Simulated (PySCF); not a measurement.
# What settings do to a single point of [Ce(H2O)7]4+

The sound run of [Ce(H2O)7]4+ (singlet) uses PySCF 2.14.0, RKS B3LYP, Ce lcecp-2-SVP with ECP46, O def2-SVP, H def2-SVP; non-relativistic Hamiltonian with scalar-relativistic core potentials where named; density fitting; no spin-orbit coupling, grid (50, 194), threshold 1e-8 Eh and 55 cycles, at the relaxed geometry:

```xyz
22

Ce    0.0000    0.0000    0.0000
O    -0.0020    0.0000    2.3674
H     0.7687    0.0000    2.9922
H    -0.7740    0.0000    2.9906
O    -0.0020    0.0000   -2.3674
H     0.7687    0.0000   -2.9922
H    -0.7740    0.0000   -2.9906
O     2.4222    0.0000    0.0000
H     3.0415    0.0000    0.7681
H     3.0415    0.0000   -0.7681
O     0.7430    2.2920    0.0000
H     0.9192    2.8784    0.7734
H     0.9192    2.8784   -0.7734
O    -1.9537    1.4235    0.0000
H    -2.4365    1.8068    0.7703
H    -2.4365    1.8068   -0.7703
O    -1.9537   -1.4235    0.0000
H    -2.4365   -1.8068    0.7703
H    -2.4365   -1.8068   -0.7703
O     0.7430   -2.2920    0.0000
H     0.9192   -2.8784    0.7734
H     0.9192   -2.8784   -0.7734
```

There Ce1 has a Mulliken charge of 1.74 e and the dipole about the centre of mass is 0.02 D. Each run below changes one thing and starts from free metal ions and neutral atoms unless it says otherwise; with 55 cycles, smearing, a level shift and second-order steps follow where DIIS fails, and their cycles count. Energy shifts count from the sound run. On f atoms grids over 110 angular points are at least (60, 302).

```json
{"change": "grid (40, 110)", "outcome": "converged", "cycles": "10", "energy shift (eV)": "-0.0414", "largest force component (eV/Å)": "0.05", "charge on Ce1 (e)": "1.74", "dipole about the centre of mass (D)": "0.02"}
{"change": "cycle limit 5", "outcome": "not converged", "cycles": "5", "energy shift (eV)": "–", "largest force component (eV/Å)": "–", "charge on Ce1 (e)": "–", "dipole about the centre of mass (D)": "–"}
```

Q: One further run converged with energy shift (eV) 28.55, largest force component (eV/Å) 2.58, charge on Ce1 (e) -0.32, dipole about the centre of mass (D) 1.27. Which change was it?
A. all coordinates × 1.12
B. threshold 1e-06
C. spin (2S) set to 8, limit 70 cycles

A: C.

Q: And the other changes listed?

A: 
```csv
change,outcome,cycles,energy shift (eV),largest force component (eV/Å),charge on Ce1 (e),dipole about the centre of mass (D)
all coordinates × 1.12,converged,11,5.70,3.04,1.83,0.02
threshold 1e-06,converged,8,0.0000,0.00,1.74,0.02
```

Unsound on purpose, so not properties of the compound: spin (2S) set to 8, limit 70 cycles.

Forces carry noise of the integration grid, about 0.01 to 0.03 eV/Å.

No frequency check is given that shows the relaxed geometry to be a minimum.
